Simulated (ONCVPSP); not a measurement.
Before and after: ONCV potential for carbon

```json
{"Element": "carbon", "Generator": "ONCVPSP 4.0.1", "Type": "optimised norm-conserving Vanderbilt (ONCV)", "Functional": "PBE", "Relativity": "non-relativistic", "Frozen core": "[He]", "Valence charge": "4", "Reference configuration": "2s2 2p2", "Partial waves": "2s: rc 1.30 bohr, ncon 4, nbas 8, qcut 5.8 1/bohr, 2 projectors, debl 2.9 Ha; 2p: rc 2.60 bohr, ncon 4, nbas 7, qcut 4.9 1/bohr, 2 projectors, debl 2 Ha", "Local potential": "polynomial inside 1.00 bohr (lpopt 5, dvloc0 6 Ha)", "Core correction": "Teter function, fcfact 2.5, rcfact 1"}
```

Change: s: rc 1.16.

Cutoffs: the cutoffs (Ha) at which the residual kinetic energy of the hardest occupied pseudo-wave falls to 1 and 0.1 mHa per electron; they do not see the model core or the augmentation charge, which bear on the density cutoff. Errors are all-electron minus pseudo energies relative to the spin-unpolarised reference configuration.

Q: What does the change do?

A: The potential gets harder (15 Ha and 55 Ha → 18 Ha and 103 Ha); the errors of the 4 common tests hardly move; neither file shows a bound ghost. A smaller radius makes the pseudo-wave follow the all-electron one further in, where it bends more sharply, so more plane waves are needed.

```csv
quantity,base,changed
"cutoff, loose",15 Ha,18 Ha
"cutoff, tight",55 Ha,103 Ha
loose cutoff by channel,"s 15 Ha, p 8.8 Ha","s 18 Ha, p 8.8 Ha"
bound ghosts,none,none
GHOST(+) flags under 300 eV,none,none
"error for 2s2 2p1, meV [ΔE 10.86 eV]",+107,+107
"error for 2s2 2p0, meV [ΔE 35.02 eV]",+841,+838
"error for 2s1 2p0, meV [ΔE 83.20 eV]",+1644,+1652
"error for 2s1 2p2, meV [ΔE 19.60 eV]",-83,-81
p: phases at 2.64 bohr within 0.05 rad from the reference energy up to (Ha; the scan ends near 5),3.2,3.2
"rms error of d²Exc/dni dnj with the model core, mHa",1.46,1.47
```
